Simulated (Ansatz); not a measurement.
Mg2O2⁻. The state is a quartet with charge -1. Geometry B3LYP-D4/def2-TZVPD; atoms count from 1.

| atom | x (Å) | y (Å) | z (Å) |
| --- | --- | --- | --- |
| Mg1 | -0.0637 | -0.4582 | 1.3777 |
| Mg2 | 0.0585 | 0.4607 | -1.3771 |
| O3 | -0.5617 | -1.0506 | -0.3754 |
| O4 | 0.5669 | 1.0480 | 0.3747 |

At PBE0-D4/def2-TZVPD a doublet of charge -1 lies 0.93 eV below the quartet, each at its own geometry. The structure comes from a short search, and lower isomers may exist.

Q: Estimate the Mulliken populations from the PBE0/def2-TZVPD orbitals of Ansatz.

A: 
```tsv
atom	charge (e)	spin (α − β)
Mg1	0.36	0.94
Mg2	0.36	0.94
O3	-0.86	0.56
O4	-0.86	0.56
```
Mulliken values and Mayer orders depend strongly on the basis. With diffuse functions, as here, like atoms can get unlike values, and bond orders can come out too low or too high.

Q: Where does the spin sit?

A: Summed by element: Mg 1.88, O 1.12, of 3 unpaired in all. Largest on single atoms: Mg1 0.94, Mg2 0.94, O3 0.56.

Q: And the Mayer bond orders between bonded heavy atoms (over 0.3)?

A: Mg1–Mg2 0.95 (2.91 Å); Mg1–O3 0.49 (1.92 Å); Mg1–O4 0.49 (1.92 Å); Mg2–O3 0.49 (1.92 Å); Mg2–O4 0.49 (1.92 Å).
